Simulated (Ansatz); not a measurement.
**A ladder of methods for InH3 (SMILES [H][In]([H])[H])**

InH3: 4 atoms, total charge 0, spin state singlet. SMILES: `[H][In]([H])[H]`. The shape comes from GFN2-xTB, which is rough for such elements, and wasn't checked as a minimum.

```xyz
4

In    0.0006   -0.0007   -0.0005
H     1.7189   -0.0278    0.0135
H    -0.8345    1.5014   -0.0178
H    -0.8851   -1.4729    0.0048
```

Each level gives the energy change with the In1–H2 bond stretched from 1.719 to 2.148 Å (eV). The values are calculated.

```tsv
level	kind	program	value (eV)	less FCI/STO-3G	CPU time (all runs)
PBE/STO-3G (restricted)	GGA	Ansatz	1.26	+0.13	1.2 s
revPBE/STO-3G (restricted)	GGA	Ansatz	1.22	+0.09	1.2 s
r2SCAN/STO-3G (restricted)	meta-GGA	Ansatz	1.32	+0.19	2.5 s
B3LYP/STO-3G (restricted)	global hybrid	Ansatz	1.33	+0.20	1.2 s
r2SCAN0/STO-3G (restricted)	hybrid meta-GGA	Ansatz	1.37	+0.24	2.1 s
wB97M-V/STO-3G (restricted)	range-separated hybrid	Ansatz	1.39	+0.26	10 s
MP2/STO-3G (restricted)	perturbation theory	Ansatz	1.31	+0.18	0.49 s
BCCD(T)/STO-3G (restricted)	coupled cluster or CI	Ansatz	1.14	+0.01	0.45 s
FCI/STO-3G	exact in the basis	Ansatz	1.13	0.00	1.1 s
```

FCI/STO-3G is exact within its basis and frozen core, so for wave-function methods in that basis the difference is their error; functionals converge differently with the basis, so for them it is only a difference. All-electron rows without a relativistic Hamiltonian named are non-relativistic. The first shape isn't each level's own minimum. The values span 1.13 to 1.39 eV. All rows use very small basis sets, so even the best lies far from the true value. In the correlated wave-function rows the outer d shell of In is correlated, in sets not made for it. CPU times are rough (shared hosts, several kinds of processor): they show what a rung costs within a factor of a few.
